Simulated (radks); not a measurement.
Values are calculated unless marked as measured or tabulated.
N1.25+, 5.75 electrons, occupied as [He] 2s2 2p(up 1.25, down 0.5) (fractional occupations, a model configuration). Code: a radial shooting solver on a logarithmic mesh with Libxc functionals. Model: scalar-relativistic Kohn-Sham, PBE, spin-polarised, spherical densities, finite nucleus; Fermi nuclear charge, rms radius 2.5582 fm.

Normalised radial functions P(r) = r R(r), r in bohr:

r,2p up
0.008852,0.0009
0.01081,0.0014
0.01331,0.0020
0.01639,0.0030
0.02002,0.0045
0.02465,0.0067
0.03035,0.0099
0.03706,0.0144
0.04563,0.0212
0.05618,0.0310
0.06917,0.0449
0.08449,0.0637
0.104,0.0906
0.1281,0.1272
0.1564,0.1736
0.1926,0.2357
0.2371,0.3132
0.2896,0.4020
0.3566,0.5063
0.4391,0.6163
0.5363,0.7184
0.6603,0.8074
0.8129,0.8600
0.9929,0.8600
1.222,0.7989
1.505,0.6801
1.838,0.5296
2.263,0.3642
2.787,0.2186
3.404,0.1141
4.191,0.0471

2p up: eigenvalue -25.264 eV, 0 radial nodes, <r> = 1.23 bohr, 90 % of the charge inside 2.05 bohr.
